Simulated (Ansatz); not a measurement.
Z-matrix (Å, degrees):
```
C
C 1 1.3572
H 2 1.0870 1 115.22
H 1 1.0891 2 118.82 3 0.00
C 1 1.4458 4 114.30 2 180.00
C 5 1.3366 1 122.37 4 0.01
H 6 1.0817 5 121.75 1 179.99
H 5 1.0825 6 119.94 7 0.00
H 6 1.0840 7 116.93 5 180.00
B 2 1.5288 3 118.90 1 -179.98
H 10 1.1924 2 121.75 3 -179.99
H 10 1.1927 11 118.18 8 179.97
```
Charge 0, spin multiplicity 1.

All values below come from frozen-core CCSD(T)/cc-pVTZ // B3LYP-D3(BJ)/def2-TZVP (Ansatz, a program for electronic structure). The restricted HF reference is unstable towards unrestricted orbitals.

| Property | Result |
|---|---|
| HF energy | -180.23941 Ha |
| MP2 correlation energy | -0.74348 Ha |

**Question.** Estimate the CCSD correlation energy, the (T) correction, the total energy and the T1 diagnostic.

**Answer.** 
```
Item                             Value
-----------------------  -------------
CCSD correlation energy    -0.78846 Ha
(T) correction             -0.03705 Ha
CCSD(T) total energy     -181.06492 Ha
T1 diagnostic                    0.012
```
